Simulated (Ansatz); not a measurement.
Consider the formal exchange of groups at the Si–Se bond: `C=C(F)[SiH2][SeH]` + `C/C=C(\N)F` → `C=C(F)[SiH2]N` + `C/C=C(\F)[SeH]`.

Computed with Ansatz on PBE0-D4/def2-TZVP structures; ΔE is electronic, products minus reactants. CBS: MP2 limit from def2 TZ/QZ plus the TZ coupled-cluster correction, frozen cores. Double bonds are as drawn, so ΔE can hold a change between cis and trans. DFT in def2-TZVPP. For Se outer-core shells are correlated without core-valence functions, which leaves a few kJ/mol of doubt a bond. Scalar relativity is left out up to krypton. One conformer a species, not always the lowest.

```tsv
level	ΔE (kcal/mol)
r2SCAN-D4	6.2
PBE0-D4	7.5
ωB97X-V	5.0
PBE	6.7
PBE0	7.4
CCSD/def2-TZVPP	3.7
HF/CBS(def2)	4.9
MP2/CBS(def2)	3.9
```

(1) What does CCSD(T)/CBS give? (Estimate.)

Largest T1 diagnostic among the species: 0.012.

Answers

(1) Computed: +4.0 kcal/mol. The listed levels differ from it by 2.2, 3.5, 1.0, 2.7, 3.4, -0.3, 0.9, -0.1 kcal/mol.

In def2-TZVPP, CCSD(T) changes the Hartree–Fock value by −1.8 kcal/mol (the triples alone add −0.2 kcal/mol) and MP2 by −1.8 kcal/mol.
